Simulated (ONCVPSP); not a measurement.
## boron (B): excitation energies, all-electron against ONCV

```
Element                 : boron
Generator               : ONCVPSP 4.0.1
Type                    : optimised norm-conserving Vanderbilt (ONCV)
Functional              : PBE
Relativity              : scalar-relativistic
Frozen core             : [He]
Valence charge          : 3
Reference configuration : 2s2 2p1
Partial waves           : 2s: rc 1.15 bohr, ncon 3, nbas 6, qcut 7.1 1/bohr, 3 projectors, debl 0.8 Ha; 2p: rc 2.05 bohr, ncon 3, nbas 7, qcut 4.1 1/bohr, 2 projectors, debl 2.7 Ha; d scattering state at 0.46 Ha: rc 1.60 bohr, ncon 4, nbas 9, qcut 5.9 1/bohr, 1 projector
Local potential         : polynomial inside 0.75 bohr (lpopt 5, dvloc0 0 Ha)
Core correction         : Teter function, fcfact 3.5, rcfact 1.05
```

Energies are relative to the spin-unpolarised reference configuration 2s2 2p1; without spin polarisation the order of configurations can differ from experiment.

Q: Give the all-electron excitation energy and the error of the potential for: 2s2 2p0; 2s1 2p0; 2s2 2p0.5; 2s1 2p1.

A:

```csv
valence configuration,charge,ΔE all-electron (eV),error AE − PS (meV)
2s2 2p0,+1,8.219,+45
2s1 2p0,+2,33.642,+183
2s2 2p0.5,+0.5,2.887,+5.6
2s1 2p1,+1,14.361,-18
```

Levels in the configuration 2s2 2p0:

| level | all-electron (eV) | pseudo (eV) |
| --- | --- | --- |
| 2s | -19.511 | -19.428 |

Note: ghosts flagged at negative energy: s at -156.1 eV; GHOST(+) flags only above 600 eV. A true bound ghost makes a file unfit for plane-wave use.
